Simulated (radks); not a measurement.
The numbers below are computed, except where a source is named.
Q: These are the eigenvalues of the occupied orbitals of an atom or ion with whole-number occupations (hartree). Code: a radial shooting solver on a logarithmic mesh with Libxc functionals. Model: scalar-relativistic Kohn-Sham, LDA (Slater exchange, VWN5 correlation), spin-unpolarised, spherical densities, finite nucleus; Fermi nuclear charge, rms radius of each element as measured or else 0.836 A^(1/3) + 0.57 fm.

orbital  eigenvalue
1s        -196.6500
2s        -22.08906
2p        -18.47840
3s         -2.56642
3p         -1.61561
3d         -0.19788
4s         -0.17805

Which element is it, and in what charge state? The configuration may be excited.

A: Z = 23, vanadium, charge 0: V in [Ar] 3d3 4s2. The list shows which subshells hold electrons but not how many an open one holds; the 1s level, -196.65 hartree, gives Z - s = 19.8 by -(Z - s)^2/2, which with screening and relativity narrows Z to a few neighbours, and the depths of the outer levels then fix element, charge and occupations together.
